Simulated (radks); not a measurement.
Values are calculated unless marked as measured or tabulated.
Species: Si. Configuration: [Ne] 3s2 3p2.

Code: a radial shooting solver on a logarithmic mesh with Libxc functionals. Model: scalar-relativistic Kohn-Sham, exchange-only LDA, spin-polarised, spherical densities, finite nucleus; open shells are filled with parallel spins first; Fermi nuclear charge, rms radius 3.1224 fm.

Energy parts (eV):
total: -7831.685
kinetic: 7862.561
electron-nucleus: -18774.186
Hartree: 3584.971
exchange: -505.030

Orbitals (lengths in bohr, moments of r in powers of bohr):
orbital  occ.  eigenvalue (eV)    <r^2>
1s up       1        -1776.134  0.01679
1s down     1        -1775.971  0.01679
2s up       1        -136.9890   0.3908
2s down     1        -136.7756   0.3898
2p up       3         -93.8754   0.3688
2p down     3         -93.6066   0.3671
3s up       1         -10.5429    5.516
3s down     1          -8.4020    5.553
3p up       2          -3.8987    9.586
3p down     0          -1.8348    11.31

The highest occupied level is 3p up at -3.899 eV. Spin moment in Bohr magnetons: 2. The electron density at the nucleus is 1895 e/bohr^3 (large components only). The spin density at the nucleus is -0.2447 e/bohr^3 (1s -0.0926, 2s -0.0235, 3s -0.1286).
